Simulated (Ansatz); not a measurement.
The same path of BCl3H (5 atoms, charge 0, multiplicity 2) was run 3 times with different band settings. Lost on the way: B1–Cl5.

Method: UKS revPBE/def2-SVP (Ansatz).

Relaxed end points:

```xyz
5
Properties=species:S:1:pos:R:3
B 0.002 -0.077 0.521
H -0.026 1.196 0.799
Cl 1.564 -0.149 -0.412
Cl -1.545 -0.214 -0.429
Cl 0.006 -0.756 2.211
```

```xyz
5
Properties=species:S:1:pos:R:3
B 0.002 0.033 -0.007
H -0.003 -0.046 1.301
Cl 1.550 0.113 -0.791
Cl -1.538 0.049 -0.808
Cl -0.011 -0.149 2.995
```

Common settings: spring 5.0 eV/Å²; optimiser quadratic models (default); start path through a guess of the saddle point; force threshold 0.03 eV/Å; iteration limit 60; end points relaxed.

| run | movable images | climbing image |
| --- | --- | --- |
| 1 | 9 | yes |
| 2 | 6 | no |
| 3 | 4 | no |

Q: What does each run give, and how far can it be trusted?

A: Run 1: converged after 17 iterations, highest image 0.724 eV above the first end. The highest image is an end point: on this band no image between the ends rises above it. A vibrational analysis next to that end finds imaginary modes (138i cm⁻¹), so it isn't a minimum.
Run 2: converged after 12 iterations, highest image 0.724 eV above the first end. The highest image is an end point: on this band no image between the ends rises above it.
Run 3: converged after 14 iterations, highest image 0.724 eV above the first end. The highest image is an end point: on this band no image between the ends rises above it.
